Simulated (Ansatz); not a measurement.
GaH2O (SMILES [OH][GaH]): entropy by statistical mechanics

A doublet with charge 0, relaxed at UHF/6-31G* (Cartesian functions) (Ansatz 0.2.0):

```xyz
4

O     0.2760   -0.9736    0.5280
Ga    0.6878    0.7124    0.0939
H    -0.5440   -1.3054    0.1871
H    -0.3643    1.5064   -0.8292
```

Harmonic wavenumbers in cm⁻¹: 418, 584, 707, 848, 1823, 4115.

Masses in u: O 15.999, Ga 69.723, H 1.008. Take T = 298.15 K, p = 1 bar, R = 8.3145 J/(mol K), kT/hc = 207.22 cm⁻¹, rigid rotor and harmonic oscillator.

**Question.** Compute the standard molar entropy.

**Answer.** 
1. Translation (Sackur–Tetrode): S = R[3/2 ln M + 5/2 ln T − 1.1517] with M = 87.738 gives 164.7 J/(mol K).
2. Rotation: principal moments 2.742, 46.323, 49.064 u Å² give A, B, C = 6.1489, 0.3639, 0.3436 cm⁻¹; the symmetry number is σ = 1; q = (√π/σ)√((kT/hc)³/ABC) = 6030; S = R(ln q + 3/2) = 84.8.
3. Vibration: with u = ν̃/207.22, each mode gives R[u/(eᵘ − 1) − ln(1 − e⁻ᵘ)]; the sum is 7.7, most from 418 cm⁻¹ (3.8), 584 cm⁻¹ (2.0), 707 cm⁻¹ (1.2).
4. Electronic: R ln 2 = 5.8, from the spin multiplicity alone.
5. Sum: 164.7 + 84.8 + 7.7 + 5.8 = 263.0 J/(mol K).

No measured value is set beside it here.
